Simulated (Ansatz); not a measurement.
`S[SiH2]CCl`, charge 0, multiplicity 1.

Q: Give a relaxed structure at PBE0-D4/def2-TZVP (the Gaussian-basis code of Ansatz). (Best estimate.)

A: The calculation gave: 
Z-matrix (Å, degrees):
```
Si
C 1 1.880
S 1 2.139 2 111.2
H 1 1.482 2 108.6 3 -122.6
H 1 1.481 2 109.3 3 115.9
Cl 2 1.787 1 108.0 3 -179.3
H 2 1.090 1 112.4 3 61.9
H 2 1.090 1 111.9 3 -60.5
H 3 1.344 1 94.6 2 -72.1
```
This is one stationary point; other conformers may exist.
